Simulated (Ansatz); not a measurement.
H5N2O2Ta can be A, `[NH2][Ta]([NH2])(=[O])[OH]`, or B, `[NH]=[Ta]([NH2])([OH])[OH]`.

Calculated with Ansatz (gas phase, PBE0-D4/def2-TZVP geometries, no zero-point term in ΔE). CCSD(T)/CBS is the MP2 limit (def2-TZVPP, def2-QZVPP) plus CCSD(T) − MP2 in def2-TZVPP, frozen cores. DFT in def2-TZVPP. Elements past krypton have def2 core potentials. For Ta outer-core shells are correlated without core-valence functions, which leaves a few kJ/mol of doubt a bond. Each species was taken in one conformer, which may not be the lowest.

A:

```xyz
10

N     0.9517    1.4341   -0.5547
Ta   -0.2452   -0.1350   -0.3155
N    -0.7907   -0.3880    1.5794
O    -1.6832    0.2090   -1.1957
O     0.6606   -1.7148   -0.9249
H     0.6913    2.2706   -1.0541
H     1.8802    1.5347   -0.1722
H    -1.7335   -0.2651    1.9156
H    -0.1768   -0.6162    2.3472
H     0.4455   -2.3293   -1.6253
```

B:

```xyz
10

N     0.722   -0.917    1.259
Ta   -0.017   -0.199   -0.180
N    -0.327    1.700    0.313
O    -1.675   -1.049   -0.635
O     1.135   -0.310   -1.710
H     1.145   -1.392    2.037
H    -0.743    2.383   -0.305
H    -0.098    2.121    1.199
H    -2.180   -1.723   -0.182
H     2.037   -0.614   -1.796
```

Q: Which isomer does CCSD(T)/CBS put lower? Give the gap. (Best estimate.)

A: Ansatz gave: A, by 50.1 kJ/mol.

Q: Give E(B) − E(A) in kJ/mol with B2PLYP, CCSD(T)/def2-TZVPP, CCSD(T)/def2-SVP, BLYP-D4, LDA (SPW92), MP2/def2-TZVPP, ωB97M-V. (Best estimate.)

A: Ansatz gave: B2PLYP 59.3, CCSD(T)/def2-TZVPP 53.6, CCSD(T)/def2-SVP 54.9, BLYP-D4 59.9, LDA (SPW92) 53.8, MP2/def2-TZVPP 60.0, ωB97M-V 52.7. None reverses the order clearly.

Q: Does the order hold for the free energy at 298.15 K (harmonic terms from PBE0-D4)? (Estimate.)

A: Ansatz gave: Yes: G(B) − G(A) = +47.6 kJ/mol, for one conformer each.

Largest T1 diagnostic: 0.020.

From BLYP to BHLYP (50 % exact exchange), in def2-TZVPP and without D4, E(B) − E(A) moves by −10.8 kJ/mol. At CCSD(T), def2-SVP lies +4.8 kJ/mol from the extrapolated value and def2-TZVPP +3.5 kJ/mol.
